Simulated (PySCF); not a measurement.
# Cd₂Se, triplet: molecular constants

All numbers come from UB3LYP in PySCF with Se def2-SVP, Cd def2-SVP with ECP28; scalar-relativistic core potentials, no spin–orbit coupling; density-fitted integrals.

The structure is a minimum.

```xyz
3
charge 0 multiplicity 3, angstrom
Se    0.0000    0.0000   -1.2966
Cd    1.9643    0.0000    0.4509
Cd   -1.9643    0.0000    0.4509
```

```json
{
  "Point group": "C2v",
  "Bond lengths": "Se–Cd 2.629 Å (×2)",
  "Bond angles": "Cd–Se–Cd 96.7°",
  "Rotational constants": "0.09331, 0.01918, 0.01591 cm⁻¹",
  "Principal quadrupole moments (Buckingham, traceless) about the centre of mass": "-3.93, -1.85, 5.78 D Å",
  "Enthalpy at 298.15 K above 0 K": "15.44 kJ/mol",
  "Dipole moment": "1.81 D",
  "Zero-point energy": "2.2 kJ/mol",
  "Highest occupied level (α)": "-5.35 eV",
  "Atomisation energy without zero-point energy": "130 kJ/mol",
  "Lowest empty level (β)": "-3.67 eV",
  "Spin squared ⟨S²⟩": "2.010",
  "Rotational symmetry number": "2",
  "Entropy at 298.15 K and 1 bar (electronic part: spin only)": "354.9 J/(mol K)",
  "Principal polarisabilities": "82.5, 105.8, 174.8 bohr³",
  "Heat capacity Cp at 298.15 K": "57.3 J/(mol K)"
}
```

Harmonic modes (masses in u: Se 79.917, Cd 113.903):
```json
{"symmetry": "a1", "ω (cm⁻¹)": "36", "IR (km/mol)": "0.1"}
{"symmetry": "a1", "ω (cm⁻¹)": "160", "IR (km/mol)": "1.7"}
{"symmetry": "b2", "ω (cm⁻¹)": "168", "IR (km/mol)": "12.3"}
```

In C2v the vibrations span 2a1 + b2. Here b1 is antisymmetric to the molecular plane and b2 lies in it.

Charges (e):
| atom | Mulliken | Löwdin | polar tensor | spin (Mulliken) | Mayer order to Se1 |
| --- | --- | --- | --- | --- | --- |
| Se1 | -0.37 | -0.11 | -0.45 | 0.84 | – |
| Cd2,3 | 0.18 | 0.05 | 0.23 | 0.58 | 0.93 |

Mulliken populations on Se1: s 7.93, p 16.41, d 10.02.

This need not be the most stable arrangement of these atoms. At this level a singlet minimum of D∞h symmetry lies 4 kJ/mol below this structure.

The final relaxation and frequency run took about 2.1 core-minutes on a shared host.
